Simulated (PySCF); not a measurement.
**Two-component Hartree-Fock for Lu²⁷⁺ (lutetium, charge +27)**

Start: [Kr] 4d8; 4d3/2 filled at m_j = -3/2, -1/2, +1/2, +3/2; 4d5/2 filled at m_j = -1/2, +1/2, +3/2, +5/2. Calculated with PySCF 2.14 in an uncontracted even-tempered set (17 s from 2.3 bohr⁻², ratio 2.8; 14 p from 2.9 bohr⁻², ratio 2.8; 10 d from 2.9 bohr⁻², ratio 2.8; 3 f from 14 bohr⁻², ratio 3): generalised Hartree-Fock with the X2C-1e Hamiltonian and a Gaussian nucleus; spin-orbit coupling (SO) screened by Boettger's factors.

| spinor shell | electrons | ε, screened SO (eV) | weight of nominal j (screened SO) | rms radius, screened SO (bohr) |
| --- | --- | --- | --- | --- |
| 1s1/2 | 2 | -64561.1 | 1.000 | 0.0219 |
| 2s1/2 | 2 | -11900.3 | 1.000 | 0.0885 |
| 2p1/2 | 2 | -11380.7 | 1.000 | 0.0754 |
| 2p3/2 | 4 | -10257.2 | 1.000 | 0.0825 |
| 3s1/2 | 2 | -3472.2 | 1.000 | 0.227 |
| 3p1/2 | 2 | -3244.6 | 1.000 | 0.218 |
| 3p3/2 | 4 | -2998.1 | 1.000 | 0.231 |
| 3d3/2 | 4 | -2617.6 | 1.000 | 0.204 |
| 4s1/2 | 2 | -1376.7 | 1.000 | 0.477 |
| 4p1/2 | 2 | -1280.3 | 0.998 | 0.480 |
| 4p3/2 | 4 | -1207.1 | 0.999 | 0.505 |
| 4d3/2 | 4 | -1049.0 | 0.982 | 0.505 |
| 4d5/2 | 4 | -1035.0 | 0.987 | 0.512 |

Problem. Where does 3d5/2 lie, and what is the 3d spin-orbit splitting (screened SO)?

Solution. At -2562.3 eV, 55.243 eV above 3d3/2.

| quantity | screened SO |
| --- | --- |
| E (hartree) | -14227.12285 |
| M_J | 4 |
| ⟨J²⟩ | 20.002 |
| ⟨L²⟩ | 12.836 |
| ⟨S²⟩ | 1.876 |

Each row is a mean over spinors that exchange with the open shell spreads, by up to 19.865 eV (4p3/2).

Breit and QED terms are absent; they matter most for the inner s and p1/2 levels.

Densities and radii are taken from the X2C orbitals without a picture-change correction, which distorts them close to the nucleus.
